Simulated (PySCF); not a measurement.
Compound: cyclo-(Cl2GeO)5.
Cartesian coordinates in Å at the PBE0-D3(BJ)/def2-SVP level; atoms count from 1:
```
atom  x, y, z in Å
Ge1   -1.8426   -1.7932    0.4674
Cl2   -2.9453   -1.6417    2.2631
Cl3   -1.8243   -3.8046   -0.1971
O4    -2.5271   -0.7453   -0.7593
Ge5   -1.5798    0.1648   -1.9265
Cl6   -2.9315    0.8395   -3.4019
Cl7   -0.0617   -1.0635   -2.7773
O8    -0.7889    1.5456   -1.2091
Ge9   -0.5401    2.2914    0.3501
Cl10  -2.0310    1.7205    1.7429
Cl11  -0.5576    4.3888    0.0537
O12    1.0022    1.8038    1.0196
Ge13   2.4854    1.2536    0.2679
Cl14   2.6588    2.0064   -1.7066
Cl15   4.0893    1.8823    1.4968
O16    2.4761   -0.4949    0.1781
Ge17   1.4270   -1.7127    0.8563
Cl18   1.7880   -3.5029   -0.2075
Cl19   1.7869   -1.9722    2.9297
O20   -0.2213   -1.1513    0.6592
```

Computed, not measured: PBE0-D3(BJ)/def2-SVP geometry optimisation, gas phase in PySCF.

Take the most abundant isotopes and a rigid rotor. The values belong to one conformer.

Problem. What are A, B and C (MHz)?

Solution. Ia = 4685.08, Ib = 5285.31, Ic = 6904.03 u·Å²; 505379 MHz·u·Å²/I gives A = 107.9, B = 95.6, C = 73.2 MHz.

Problem. Classify the top.

Solution. An asymmetric top. Ray's parameter κ = (2B − A − C)/(A − C) = 0.293; −1 is the prolate and +1 the oblate limit.

Problem. Is it planar, by Δ = Ic − Ia − Ib?

Solution. Not planar: Δ = Ic − Ia − Ib = -3066.37 u·Å². For a rigid frame Δ = −2 Σ m c², so Σ m c² = 1533.18 u·Å² lies off the ab plane. The atom farthest from that plane is 2.73 Å away.

Problem. Give the other two planar moments, Paa and Pbb, and the rms extents of the mass along the axes.

Solution. Paa = Σ m a² = (Ib + Ic − Ia)/2 = 3752.13 and Pbb = Σ m b² = (Ia + Ic − Ib)/2 = 3151.90 u·Å². With the mass M = 799.27 u, the rms extents √(P/M) along a, b and c are 2.17, 1.99, 1.39 Å.

Problem. Predict some low-J microwave lines.

Solution. The dipole components are |μa| = 0.37 D, |μb| = 0.28 D, |μc| = 0.13 D. The squared components, which scale the intensities, stand as 1.00 : 0.54 : 0.13 (a : b : c). Some of the stronger lines:

| type | branch | J(Ka,Kc) | MHz | lower level (cm⁻¹) |
| --- | --- | --- | --- | --- |
| a | R | 2(1,2) ← 1(1,1) | 315 | 0.006 |
| b | R | 2(1,2) ← 1(0,1) | 327 | 0.006 |
| a | R | 2(1,1) ← 1(1,0) | 360 | 0.007 |
| b | R | 2(2,0) ← 1(1,1) | 433 | 0.006 |
| a | R | 3(2,2) ← 2(2,1) | 506 | 0.020 |
| b | R | 4(1,3) ← 3(2,2) | 658 | 0.037 |
| a | R | 4(3,2) ← 3(3,1) | 693 | 0.041 |
| b | R | 5(0,5) ← 4(1,4) | 760 | 0.053 |
| a | R | 5(1,5) ← 4(1,4) | 760 | 0.053 |
| a | R | 5(0,5) ← 4(0,4) | 760 | 0.053 |
| c | R | 4(1,3) ← 3(0,3) | 804 | 0.032 |
| c | R | 4(2,3) ← 3(1,3) | 808 | 0.032 |
| b | R | 5(1,4) ← 4(2,3) | 813 | 0.059 |
| a | R | 5(2,4) ← 4(2,3) | 814 | 0.059 |
| c | R | 4(4,0) ← 3(3,0) | 840 | 0.041 |
| b | R | 4(4,0) ← 3(3,1) | 847 | 0.041 |
| a | R | 5(4,2) ← 4(4,1) | 874 | 0.069 |
| a | R | 5(2,3) ← 4(2,2) | 882 | 0.063 |
| a | R | 5(4,1) ← 4(4,0) | 891 | 0.069 |
| a | R | 5(3,2) ← 4(3,1) | 909 | 0.065 |
| b | R | 4(2,2) ← 3(1,3) | 919 | 0.032 |
| c | R | 5(2,3) ← 4(1,3) | 997 | 0.059 |
| c | R | 5(3,3) ← 4(2,3) | 1010 | 0.059 |
| b | R | 5(4,1) ← 4(3,2) | 1045 | 0.064 |
| b | R | 5(5,1) ← 4(4,0) | 1056 | 0.069 |

Problem. Estimate the classical rotational partition function at 25 K, 100 K and 298.15 K.

Solution. Point group C1, symmetry number σ = 1; q = (√π/σ)·√((kT/h)³/(ABC)), k/h = 20836.6 MHz/K: 767000 at 25 K, 6140000 at 100 K, 31600000 at 298.15 K.

Whether it is a minimum is left open (no frequencies). Constants of a rigid frame at the computed geometry: no zero-point averaging, no centrifugal distortion. Quadrupole hyperfine structure (35Cl) is left out.
